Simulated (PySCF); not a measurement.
AlClH2NSi, BH3NOSi, CH7Al2N (calculated)

Calculation on a computer-drawn molecule: the log of a Hartree-Fock and frozen-core CCSD(T) single point meant for a local Hartree-Fock minimum, with one planted fault or none, to be diagnosed. Offsets are logged minus clean, where the clean run is the same molecule without the fault. The reference is restricted for singlets and unrestricted otherwise, and also for a bond in bohr or an excited solution. Adding or removing an electron swaps singlet and doublet. The excited solution moves the top pair (singlet) or top alpha electron (doublet) to the lowest empty orbital. Highest occupied and lowest empty are orbital energies over both spins, largest force is the largest gradient component, triples share is (T) over the correlation energy, the T1 limit is 0.02 restricted and 0.045 unrestricted, electrons count all cores, a negative frequency is imaginary (commonest isotopes), and the dipole is about the centre of nuclear charge. Program: PySCF 2.14.0.

Common to all runs: logged SCF converged yes; logged CC converged yes; logged SCF stable within its kind yes; possible faults no fault, one electron removed, one electron added, multiplicity raised by two, geometry at a saddle point, SCF held on an excited solution, minimal basis STO-3G, one bond length entered in bohr, all coordinates scaled.

```yaml
- entry: 1
  formula: AlClH2NSi
  logged_structure:
    atoms_angstrom:
      - [Al, 0.9549, 0.6169, -0.7252]
      - ["N", 0.9403, 2.2206, -1.4536]
      - [Si, 1.112, 3.6402, -2.0494]
      - [Cl, 2.4465, 5.0519, -1.4263]
      - [H, -0.0202, 0.3213, 0.5046]
      - [H, 0.3653, 4.2342, -3.1567]
  given:
    meant_charge: 0
    meant_multiplicity: 2
    meant_basis: "cc-pV(D+d)Z"
    logged_electrons: 53
    logged_basis_functions: 34
    logged_spin_squared: 1.1358
    "logged_highest_occupied [eV]": -4.8051
    "logged_lowest_empty [eV]": 6.7242
    "logged_largest_force [hartree/bohr]": 0.0373
    logged_T1_diagnostic: 0.064027
    logged_D1_diagnostic: 0.28928
    logged_triples_share: 0.031472
    "logged_dipole_magnitude [debye]": 3.8782
    "logged_energy_HF [hartree]": -1034.05473
    "logged_energy_CCSD(T) [hartree]": -1034.22466
    drawn_bonds_atom: [1, 2, 3, 1, 3]
    drawn_bonds_other_atom: [2, 3, 4, 5, 6]
    drawn_bonds_order: [1, 2, 1, 1, 1]
  results:
    planted_fault: "minimal basis STO-3G"
    "HF_energy_offset_from_clean_run [kcal/mol]": 7499
    "CCSD(T)_energy_offset_from_clean_run [kcal/mol]": 7698
  notes: ["T1 above single-reference limit"]
- entry: 2
  formula: BH3NOSi
  logged_structure:
    atoms_angstrom:
      - [B, -0.6979, 1.5365, 1.3226]
      - ["N", -0.8053, 0.3054, 0.7553]
      - [Si, -1.0166, -1.1251, 0.0812]
      - [O, -2.2337, -1.879, -0.4565]
      - [H, -0.792, 1.7203, 2.5342]
      - [H, -0.4843, 2.554, 0.6671]
      - [H, 0.267, -1.8704, -0.0398]
  given:
    meant_charge: -1
    meant_multiplicity: 1
    meant_basis: "aug-cc-pV(D+d)Z"
    logged_electrons: 38
    logged_basis_functions: 27
    logged_spin_squared: 0.0
    "logged_highest_occupied [eV]": 1.1423
    "logged_lowest_empty [eV]": 14.71
    "logged_largest_force [hartree/bohr]": 0.056824
    logged_T1_diagnostic: 0.028496
    logged_D1_diagnostic: 0.10015
    logged_triples_share: 0.066174
    "logged_dipole_magnitude [debye]": 2.9202
    "logged_energy_HF [hartree]": -439.11031
    "logged_energy_CCSD(T) [hartree]": -439.36281
    drawn_bonds_atom: [1, 2, 3, 1, 1, 3]
    drawn_bonds_other_atom: [2, 3, 4, 5, 6, 7]
    drawn_bonds_order: [1, 2, 1, 1, 1, 1]
  results:
    planted_fault: "minimal basis STO-3G"
    "HF_energy_offset_from_clean_run [kcal/mol]": 3557
    "CCSD(T)_energy_offset_from_clean_run [kcal/mol]": 3789
  notes: ["T1 above single-reference limit", "highest electron not bound in this basis"]
- entry: 3
  formula: CH7Al2N
  logged_structure:
    atoms_angstrom:
      - [C, -0.1716, 1.552, -1.9392]
      - [Al, -0.9512, -0.2013, -1.5341]
      - ["N", -2.4873, -0.3683, -0.6263]
      - [Al, -3.6256, 0.8022, 0.0922]
      - [H, -0.0881, 1.6934, -3.0239]
      - [H, -0.7458, 2.3916, -1.5375]
      - [H, 0.848, 1.622, -1.5412]
      - [H, -0.2422, -1.5395, -2.0029]
      - [H, -2.7649, -1.3308, -0.4955]
      - [H, -4.9134, 0.2698, 0.8385]
      - [H, -3.3202, 2.3457, -0.034]
  given:
    meant_charge: 0
    meant_multiplicity: 1
    meant_basis: "cc-pV(D+d)Z"
    logged_electrons: 47
    logged_basis_functions: 109
    logged_spin_squared: 0.7655
    "logged_highest_occupied [eV]": 1.0274
    "logged_lowest_empty [eV]": 6.0441
    "logged_largest_force [hartree/bohr]": 0.039626
    logged_T1_diagnostic: 0.039393
    logged_D1_diagnostic: 0.25329
    logged_triples_share: 0.028699
    "logged_dipole_magnitude [debye]": 7.8489
    "logged_energy_HF [hartree]": -580.24933
    "logged_energy_CCSD(T) [hartree]": -580.78637
    drawn_bonds_atom: [1, 2, 3, 1, 1, 1, 2, 3, 4, 4]
    drawn_bonds_other_atom: [2, 3, 4, 5, 6, 7, 8, 9, 10, 11]
    drawn_bonds_order: [1, 1, 1, 1, 1, 1, 1, 1, 1, 1]
  results:
    planted_fault: "one electron added"
    "HF_energy_offset_from_clean_run [kcal/mol]": 33.57
    "CCSD(T)_energy_offset_from_clean_run [kcal/mol]": 20.68
  notes: ["highest electron not bound in this basis"]
```
